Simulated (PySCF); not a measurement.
F2Sn, charge +1, multiplicity 2. Atoms are numbered in the order given.

```xyz
3

Sn     0.0000     0.0000     0.0000
F      0.0000     0.0000    -1.9157
F      0.0000     0.0000     1.9157
```
Charge +1, spin multiplicity 2.

Geometry optimised at PBE0-D3(BJ)/def2-TZVP. A frequency run showed that this geometry is not a minimum. The spin state was assumed, not searched. The isomer is the one that the SMILES or the coordinates give; other isomers of the formula were not compared. The def2 effective core potentials stand for the cores of Sn; spin–orbit coupling is left out.

Method: PySCF with r2SCAN/def2-TZVPD.

Mulliken values depend strongly on the basis, most of all with diffuse functions as here. ESP charges are fitted to the potential on shells at 1.4 to 2.0 van der Waals radii. Atomic charges (e):

```json
[
 {"atom": "Sn1", "Mulliken": "1.65", "ESP fit": "1.46", "Mulliken spin": "0.54"},
 {"atom": "F2", "Mulliken": "-0.33", "ESP fit": "-0.23", "Mulliken spin": "0.23"},
 {"atom": "F3", "Mulliken": "-0.33", "ESP fit": "-0.23", "Mulliken spin": "0.23"}
]
```
